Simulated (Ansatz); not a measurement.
Reaction (formal exchange of groups at the Si–As bond): `C[As](C)[SiH3]` + `C#CSC` → `C#CS[SiH3]` + trimethylarsine

Calculated with Ansatz (gas phase, PBE0-D4/def2-TZVP geometries, no zero-point term in ΔE). CBS: MP2 limit from def2 TZ/QZ plus the TZ coupled-cluster correction, frozen cores. Functionals use def2-TZVPP. For As outer-core shells are correlated without core-valence functions, which leaves a few kJ/mol of doubt a bond. Scalar relativity is left out up to krypton.

`C[As](C)[SiH3]`:

Cartesian coordinates in Å:
```
C -0.477 -1.285 1.133
As -0.535 0.654 0.761
C 1.408 0.936 0.552
Si -0.994 0.440 -1.543
H -1.489 -1.690 1.092
H 0.157 -1.819 0.424
H -0.088 -1.429 2.142
H 1.862 0.191 -0.102
H 1.586 1.932 0.145
H 1.871 0.879 1.538
H -0.858 1.762 -2.211
H -0.057 -0.521 -2.193
H -2.386 -0.050 -1.737
```

`C#CSC`:

```xyz
8

C    -2.082   -0.823   -0.403
C    -1.142   -0.091   -0.586
S     0.125    0.958   -0.896
C     1.316    0.423    0.353
H    -2.911   -1.470   -0.240
H     0.906    0.559    1.353
H     1.595   -0.617    0.192
H     2.191    1.061    0.226
```

`C#CS[SiH3]`:

Cartesian coordinates in Å:
```
C 1.887 -1.241 0.593
C 1.266 -0.652 -0.254
S 0.430 0.161 -1.466
Si -1.231 0.768 -0.236
H 2.438 -1.762 1.340
H -1.923 -0.427 0.301
H -0.750 1.627 0.871
H -2.118 1.528 -1.151
```

`C[As](C)C`:

Cartesian coordinates in Å:
```
C -1.403 -0.943 0.177
As -0.229 0.102 -1.003
C -0.091 1.691 0.144
C 1.463 -0.735 -0.457
H -2.404 -0.508 0.168
H -1.024 -0.954 1.201
H -1.470 -1.966 -0.194
H 0.158 1.416 1.172
H 0.682 2.354 -0.248
H -1.040 2.228 0.134
H 2.297 -0.167 -0.873
H 1.508 -1.750 -0.853
H 1.554 -0.767 0.630
```

```json
{"level": "ωB97M-V", "ΔE (kJ/mol)": "-52.9"}
{"level": "PBE", "ΔE (kJ/mol)": "-42.2"}
{"level": "RPA@PBE/def2-TZVPP", "ΔE (kJ/mol)": "-54.9"}
{"level": "HF/def2-SVP", "ΔE (kJ/mol)": "-53.9"}
{"level": "CCSD(T)/def2-SVP", "ΔE (kJ/mol)": "-47.6"}
{"level": "HF/def2-TZVPP", "ΔE (kJ/mol)": "-56.7"}
{"level": "MP2/CBS(def2)", "ΔE (kJ/mol)": "-57.9"}
{"level": "CCSD/CBS(def2)", "ΔE (kJ/mol)": "-54.2"}
```

Task: What does CCSD(T)/CBS give? (Estimate.)

Result: The calculation gave: -53.3 kJ/mol. The listed levels differ from it by 0.4, 11.1, -1.6, -0.6, 5.7, -3.4, -4.6, -0.9 kJ/mol.

Largest T1 diagnostic among the species: 0.013.

From PBE to PBE0 (25 % exact exchange), in def2-TZVPP and without D4, ΔE moves by −3.7 kJ/mol. At CCSD(T), def2-SVP lies +5.7 kJ/mol from the extrapolated value and def2-TZVPP −2.5 kJ/mol. Leaving LDA and LC-ωPBE aside and taking each functional with its dispersion term where it has one, the values, not all of them listed here, spread over 11.1 kJ/mol, from PBE-QIDH to PBE-D4.
